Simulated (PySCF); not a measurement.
Cl2H3NOSn, SMILES [Cl][Sn]([NH2])([OH])[Cl]. Atoms are numbered in the order given.

```xyz
8

N      2.1968     0.1656    -0.0923
Sn     0.1716     0.1773    -0.0800
O     -0.3664     1.9381    -0.7956
Cl    -0.6967    -0.0571     2.0903
Cl    -0.7658    -1.5815    -1.3440
H      2.5403     0.8858    -0.7315
H      2.5671    -0.7343    -0.4017
H     -1.2704     2.1778    -0.5430
```
Charge 0, spin multiplicity 1.

Geometry optimised at B3LYP-D3(BJ)/def2-SVP. The def2 effective core potentials stand for the cores of Sn; spin–orbit coupling is left out. Other conformers were not sampled.

These are PBE0/def2-TZVP run with PySCF values and carry that method's errors.

ESP charges are fitted to the potential on shells at 1.4 to 2.0 van der Waals radii. Atomic charges (e):

```csv
atom,ESP fit,Löwdin
N1,-0.78,-0.40
Sn2,0.67,0.16
O3,-0.58,-0.32
Cl4,-0.18,0.04
Cl5,-0.21,0.03
H6,0.37,0.16
H7,0.34,0.16
H8,0.38,0.17
```
